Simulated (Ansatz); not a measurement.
`N[SiH](O)BO` + H₂S → `N[SiH](O)S` + `BO`  (cleavage of the Si–B bond)

Gas-phase electronic energies from Ansatz, PBE0-D4/def2-TZVP geometries. CBS: MP2 limit from def2 TZ/QZ plus the TZ coupled-cluster correction, frozen cores. This one scheme is used for every species. Functionals use def2-TZVPP. One conformer a species, not always the lowest.

`N[SiH](O)BO`:

Z-matrix (Å, degrees):
```
Si
O 1 1.660
B 1 2.030 2 109.1
N 1 1.717 2 116.9 3 121.4
H 1 1.485 2 103.9 3 -123.3
H 2 0.959 1 115.6 3 -33.0
O 3 1.358 1 116.6 2 30.0
H 3 1.206 1 124.9 2 -150.6
H 4 1.007 1 120.9 2 74.5
H 4 1.007 1 121.5 2 -74.5
H 7 0.962 3 113.9 1 179.3
```

H₂S:

```xyz
3

S    -0.363   -0.158    0.477
H    -0.595    0.382   -0.729
H     0.958   -0.224    0.252
```

`N[SiH](O)S`:

Z-matrix (Å, degrees):
```
Si
O 1 1.644
S 1 2.137 2 105.1
N 1 1.696 2 112.5 3 -119.7
H 1 1.483 2 110.7 3 120.7
H 2 0.959 1 117.6 3 -57.1
H 3 1.344 1 94.0 2 174.4
H 4 1.007 1 120.6 2 -81.2
H 4 1.007 1 120.9 2 68.7
```

`BO`:

Z-matrix (Å, degrees):
```
B
O 1 1.348
H 1 1.196 2 116.8
H 1 1.202 2 120.7 3 -180.0
H 2 0.961 1 113.5 3 180.0
```

```csv
level,ΔE (kJ/mol)
PBE-D4,-92.7
ωB97M-V,-102.7
HF/def2-TZVPP,-107.9
CCSD/CBS(def2),-100.6
```

What does CCSD(T)/CBS give? (Estimate.)

The calculation gave: -100.5 kJ/mol. The listed levels differ from it by 7.8, -2.2, -7.4, -0.1 kJ/mol.

Largest T1 diagnostic among the species: 0.014.

From PBE to PBE0 (25 % exact exchange), in def2-TZVPP and without D4, ΔE moves by −5.5 kJ/mol.
